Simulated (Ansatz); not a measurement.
One change: `[OH][Ti]([Cl])([Cl])[Cl]` becomes `[Cl][Ti]([Cl])([Cl])[Cl]`.

Ansatz, PBE0-D4/def2-TZVP geometries, multiplicity 1. Each molecule was computed in one conformer, which needn't be the lowest.

Scalar relativity is left out up to krypton.

```tsv
property	`[OH][Ti]([Cl])([Cl])[Cl]`
HOMO–LUMO gap (PBE/def2-TZVPP) / eV	3.81
size of the dipole moment (B3LYP/def2-TZVPP) / D	2.51
LUMO energy (PBE0/def2-TZVPP) / eV	-3.24
HOMO–LUMO gap (B3LYP/def2-TZVPP) / eV	5.50
HOMO energy (PBE/def2-TZVPP) / eV	-7.89
zero-point energy (PBE0-D4/def2-TZVP) / kJ/mol	43.6
```

Problem. What does the change do to each property? (Best estimate.)

Solution. The calculation gave: 
```json
{"property": "HOMO–LUMO gap (PBE/def2-TZVPP) / eV", "`[Cl][Ti]([Cl])([Cl])[Cl]`": "3.72", "shift": "-0.09"}
{"property": "size of the dipole moment (B3LYP/def2-TZVPP) / D", "`[Cl][Ti]([Cl])([Cl])[Cl]`": "0.00", "shift": "-2.51"}
{"property": "LUMO energy (PBE0/def2-TZVPP) / eV", "`[Cl][Ti]([Cl])([Cl])[Cl]`": "-3.73", "shift": "-0.49"}
{"property": "HOMO–LUMO gap (B3LYP/def2-TZVPP) / eV", "`[Cl][Ti]([Cl])([Cl])[Cl]`": "5.40", "shift": "-0.10"}
{"property": "HOMO energy (PBE/def2-TZVPP) / eV", "`[Cl][Ti]([Cl])([Cl])[Cl]`": "-8.25", "shift": "-0.36"}
{"property": "zero-point energy (PBE0-D4/def2-TZVP) / kJ/mol", "`[Cl][Ti]([Cl])([Cl])[Cl]`": "15.3", "shift": "-28.3"}
```

With PBE0 the HOMO falls by 0.38 eV and the LUMO falls by 0.49 eV, so the gap narrows by about 0.11 eV. PBE moves the HOMO by -0.36 eV and ωB97M-V by -0.38 eV. The zero-point energy changes by -28.3 kJ/mol with -3 modes.

B3LYP here is the variant with VWN-RPA as its local correlation; programs differ in this.
